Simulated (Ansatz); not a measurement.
Compare A (`CB[SiH2]OC`) with its isomer B (`BOC(C)[SiH3]`).

Calculated with Ansatz (gas phase, PBE0-D4/def2-TZVP geometries, no zero-point term in ΔE). CCSD(T)/CBS adds triple-zeta CCSD(T) − MP2 to the extrapolated MP2 energy (def2 sets, frozen cores). Functionals use def2-TZVPP. B3LYP here is the variant with VWN-RPA as its local correlation; programs differ in this. One conformer a species, not always the lowest.

(1) Which is lower in electronic energy at CCSD(T)/CBS, and by how much? (Best estimate.)

(2) Give E(B) − E(A) in kJ/mol with ωB97M-V, PBE-D4, PBE0-D4, B3LYP-D4, B2PLYP, r2SCAN-D4, CCSD/def2-TZVPP. (An estimate is asked.)

Largest T1 diagnostic: 0.013.

## Answers

(1) Computed: B, by 31.6 kJ/mol.

(2) The calculation gave: ωB97M-V -33.8, PBE-D4 -29.8, PBE0-D4 -26.8, B3LYP-D4 -30.8, B2PLYP -32.1, r2SCAN-D4 -26.1, CCSD/def2-TZVPP -31.0. None reverses the order clearly.

In def2-TZVPP, CCSD(T) changes the Hartree–Fock value by −11.7 kJ/mol (the triples alone add −3.5 kJ/mol) and MP2 by −14.4 kJ/mol.
